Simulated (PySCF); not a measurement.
# Spinor energies of Ag (silver, neutral)

Start: [Kr] 4d9 5s1 5p1; 4d3/2 filled at m_j = -3/2, -1/2, +1/2, +3/2; 4d5/2 filled at m_j = -3/2, -1/2, +1/2, +3/2, +5/2; 5s1/2 filled at m_j = +1/2; 5p3/2 filled at m_j = +3/2. Calculated with PySCF 2.14 in x2c-TZVPall-2c with one added diffuse shell each of s, p, d type (9s10p8d1f, 86 functions): generalised Hartree-Fock with the X2C-1e Hamiltonian and a Gaussian nucleus; one run each with spin-orbit coupling (SO) switched off, then screened by Boettger's factors. This is a chosen level, not necessarily the ground level.

```json
{"spinor shell": "1s1/2", "electrons": "2", "ε, spin-free (eV)": "-25652.0", "ε, screened SO (eV)": "-25650.0", "weight of nominal j (screened SO)": "1.000", "rms radius, screened SO (bohr)": "0.0357"}
{"spinor shell": "2s1/2", "electrons": "2", "ε, spin-free (eV)": "-3868.5", "ε, screened SO (eV)": "-3868.0", "weight of nominal j (screened SO)": "1.000", "rms radius, screened SO (bohr)": "0.146"}
{"spinor shell": "2p1/2", "electrons": "2", "ε, spin-free (eV)": "-3463.6", "ε, screened SO (eV)": "-3585.1", "weight of nominal j (screened SO)": "1.000", "rms radius, screened SO (bohr)": "0.127"}
{"spinor shell": "2p3/2", "electrons": "4", "ε, spin-free (eV)": "-3463.6", "ε, screened SO (eV)": "-3407.6", "weight of nominal j (screened SO)": "1.000", "rms radius, screened SO (bohr)": "0.131"}
{"spinor shell": "3s1/2", "electrons": "2", "ε, spin-free (eV)": "-751.40", "ε, screened SO (eV)": "-751.28", "weight of nominal j (screened SO)": "1.000", "rms radius, screened SO (bohr)": "0.392"}
{"spinor shell": "3p1/2", "electrons": "2", "ε, spin-free (eV)": "-615.08", "ε, screened SO (eV)": "-637.31", "weight of nominal j (screened SO)": "1.000", "rms radius, screened SO (bohr)": "0.387"}
{"spinor shell": "3p3/2", "electrons": "4", "ε, spin-free (eV)": "-615.08", "ε, screened SO (eV)": "-604.81", "weight of nominal j (screened SO)": "1.000", "rms radius, screened SO (bohr)": "0.398"}
{"spinor shell": "3d3/2", "electrons": "4", "ε, spin-free (eV)": "-400.56", "ε, screened SO (eV)": "-404.53", "weight of nominal j (screened SO)": "0.999", "rms radius, screened SO (bohr)": "0.374"}
{"spinor shell": "3d5/2", "electrons": "6", "ε, spin-free (eV)": "-400.56", "ε, screened SO (eV)": "-397.84", "weight of nominal j (screened SO)": "1.000", "rms radius, screened SO (bohr)": "0.377"}
{"spinor shell": "4s1/2", "electrons": "2", "ε, spin-free (eV)": "-122.42", "ε, screened SO (eV)": "-122.44", "weight of nominal j (screened SO)": "1.000", "rms radius, screened SO (bohr)": "0.975"}
{"spinor shell": "4p1/2", "electrons": "2", "ε, spin-free (eV)": "-80.415", "ε, screened SO (eV)": "-84.905", "weight of nominal j (screened SO)": "0.988", "rms radius, screened SO (bohr)": "1.05"}
{"spinor shell": "4p3/2", "electrons": "4", "ε, spin-free (eV)": "-80.415", "ε, screened SO (eV)": "-78.371", "weight of nominal j (screened SO)": "0.994", "rms radius, screened SO (bohr)": "1.08"}
{"spinor shell": "4d3/2", "electrons": "4", "ε, spin-free (eV)": "-19.628", "ε, screened SO (eV)": "-20.330", "weight of nominal j (screened SO)": "0.887", "rms radius, screened SO (bohr)": "1.44"}
{"spinor shell": "4d5/2", "electrons": "5", "ε, spin-free (eV)": "-19.628", "ε, screened SO (eV)": "-19.194", "weight of nominal j (screened SO)": "0.910", "rms radius, screened SO (bohr)": "1.46"}
{"spinor shell": "5s1/2", "electrons": "1", "ε, spin-free (eV)": "-10.128", "ε, screened SO (eV)": "-10.150", "weight of nominal j (screened SO)": "0.997", "rms radius, screened SO (bohr)": "3.25"}
{"spinor shell": "5p3/2", "electrons": "1", "ε, spin-free (eV)": "-5.006", "ε, screened SO (eV)": "-4.943", "weight of nominal j (screened SO)": "1.000", "rms radius, screened SO (bohr)": "4.51"}
```

```
   quantity    spin-free  screened SO
E (hartree)  -5312.11350  -5313.10247
        M_J          9/2          9/2
       ⟨J²⟩       24.770       24.770
       ⟨L²⟩       12.018       12.032
       ⟨S²⟩        3.752        3.767
```

Each row is a mean over spinors that exchange with the open shell spreads, by up to 5.559 eV (4p3/2).

Rows whose weight is well below 1 are mixtures of j = l ± 1/2: exchange outweighs spin-orbit coupling there, and the label is only the starting occupation.

Breit and QED terms are absent; they matter most for the inner s and p1/2 levels.

Densities and radii are taken from the X2C orbitals without a picture-change correction, which distorts them close to the nucleus.

Without spin-orbit coupling the j labels of p, d and f shells carry no meaning; the spin-free column gives the mean over the occupied spinors of each nl shell.
